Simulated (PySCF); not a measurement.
## Shapes and spin states of ZrH2

These are results of PySCF, PBE0, basis Zr def2-TZVP with ECP28, H def2-TZVP (scalar-relativistic core potentials, no spin–orbit coupling, density fitting), not measurements.

Relaxations began from a few typed shapes and spin states; open shells are unrestricted. The search is not exhaustive: other isomers or separated fragments can lie lower, and high-lying points may rest on an excited occupation.

```json
{"spin": "triplet", "group": "C2v", "bonds": "Zr–H 1.860 Å (×2)", "angles": "H–Zr–H 118.9°", "imaginary modes (cm⁻¹)": "none", "ΔE (kJ/mol)": "0.0", "ΔE with ZPE (kJ/mol)": "0.0"}
{"spin": "triplet", "group": "C2v", "bonds": "Zr–H 1.863 Å (×2)", "angles": "H–Zr–H 122.2°", "imaginary modes (cm⁻¹)": "none", "ΔE (kJ/mol)": "5.6", "ΔE with ZPE (kJ/mol)": "5.7"}
{"spin": "broken-symmetry Ms = 0 (⟨S²⟩ 0.94)", "group": "C2v", "bonds": "Zr–H 1.848 Å (×2)", "angles": "H–Zr–H 119.2°", "imaginary modes (cm⁻¹)": "none", "ΔE (kJ/mol)": "14.5", "ΔE with ZPE (kJ/mol)": "14.9"}
{"spin": "singlet (closed shell, unstable to spin polarisation)", "group": "C2v", "bonds": "Zr–H 1.818 Å (×2)", "angles": "H–Zr–H 118.7°", "imaginary modes (cm⁻¹)": "none", "ΔE (kJ/mol)": "64.6", "ΔE with ZPE (kJ/mol)": "65.8"}
{"spin": "triplet", "group": "D∞h", "bonds": "Zr–H 1.963 Å (×2)", "angles": "H–Zr–H 180.0°", "imaginary modes (cm⁻¹)": "759i, 759i", "ΔE (kJ/mol)": "68.3", "ΔE with ZPE (kJ/mol)": "–"}
{"spin": "singlet", "group": "C2v", "bonds": "Zr–H 1.793 Å (×2)", "angles": "H–Zr–H 73.4°", "imaginary modes (cm⁻¹)": "none", "ΔE (kJ/mol)": "96.4", "ΔE with ZPE (kJ/mol)": "96.4"}
{"spin": "singlet", "group": "D∞h", "bonds": "Zr–H 1.928 Å (×2)", "angles": "H–Zr–H 180.0°", "imaginary modes (cm⁻¹)": "1023i, 1023i", "ΔE (kJ/mol)": "163.4", "ΔE with ZPE (kJ/mol)": "–"}
```

The lowest minimum found is the triplet C2v: Zr–H 1.860 Å (×2); H–Zr–H 118.9°.

Formally Zr is in oxidation state +2, d2, with 2 unpaired electrons (the high-spin count). The Mulliken spin on Zr is 2.10. The polar-tensor charge on Zr, 0.78, is far below the formal one.

For the lowest minimum: open d and f shells are described by one determinant, and the ground state may have another occupation or spin.

The electron or spin density has lower symmetry than the nuclear frame for the broken-symmetry Ms = 0 (⟨S²⟩ 0.94) C2v at 14.5 kJ/mol.
